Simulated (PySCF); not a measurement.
# Input and output

TmF3(H2O) (singlet in the valence; each metal's 4f electrons, 12 of them, lie in its core potential, out of spins and levels). PySCF 2.14.0, RKS PBE0, Tm lcecp-1-TZVP with ECP58, F def2-TZVP, O def2-TZVP, H def2-TZVP; non-relativistic Hamiltonian with scalar-relativistic core potentials where named; density fitting; no spin-orbit coupling. Purpose: basis and core treatment f-in-core-III/TZVP.

```python
mol = gto.M(atom='''
Tm     0.07698    -0.07934     0.07934
F      1.04789     1.33843     1.09491
F     -1.28337    -1.10838     1.10838
F      1.04789    -1.09491    -1.33843
O     -1.26288     1.28973    -1.28973
H     -1.60178     2.16563    -1.06579
H     -1.60178     1.06579    -2.16563''',
    basis={'Tm': 'lcecp-1-TZVP', 'F': 'def2-TZVP', 'O': 'def2-TZVP', 'H': 'def2-TZVP'},
    ecp={'Tm': 'lcecp-1-TZVP'},
    charge=0, spin=0)
mf = dft.RKS(mol, xc='PBE0')
mf.grids.atom_grid = (75, 302)  # f atoms: unpruned, at least (60, 302)
mf = mf.density_fit()  # fitting sets: Tm AutoAux, F def2-universal-JKFIT, O def2-universal-JKFIT, H def2-universal-JKFIT
mf.conv_tol = 1e-08; mf.max_cycle = 55
mf.kernel(dm0)  # dm0: free metal ions and neutral atoms
mf.nuc_grad_method().kernel()
```

Run from Python with OMP_NUM_THREADS=2; the lines above give its settings. Where DIIS fails, smearing, a level shift and second-order steps follow.
It took 13 s on 2 threads of Arm Neoverse V1, on a shared host.

(1) Where do the frontier levels lie, over both spins?

(2) What are the Mulliken charges and spins?

(3) What forces act on the atoms (eV/Å)?

The geometry was relaxed with PBE0 (Tm lcecp-1-SVP with ECP58, F def2-SVP, O def2-SVP, H def2-SVP).

An lcecp potential fixes the number of 4f electrons, so in runs with it no electron can move into or out of that shell.

Results:

(1) HOMO -9.79 eV, LUMO -1.41 eV. The 4f levels lie in the core potential and are missing.

(2) 
| atom | charge (e) | spin (e) |
| --- | --- | --- |
| Tm1 | 1.638 | 0.000 |
| F2 | -0.581 | 0.000 |
| F3 | -0.577 | 0.000 |
| F4 | -0.581 | 0.000 |
| O5 | -0.674 | 0.000 |
| H6 | 0.388 | 0.000 |
| H7 | 0.388 | 0.000 |
The spin of the 4f electrons in the core isn't counted.

(3) 
```
Tm   0.02 -0.07  0.07
F    0.03  0.08  0.02
F   -0.06 -0.05  0.05
F    0.03 -0.02 -0.08
O   -0.22  0.21 -0.21
H    0.09 -0.17 -0.02
H    0.09  0.02  0.17
```
Forces carry noise of the integration grid, about 0.01 to 0.03 eV/Å.
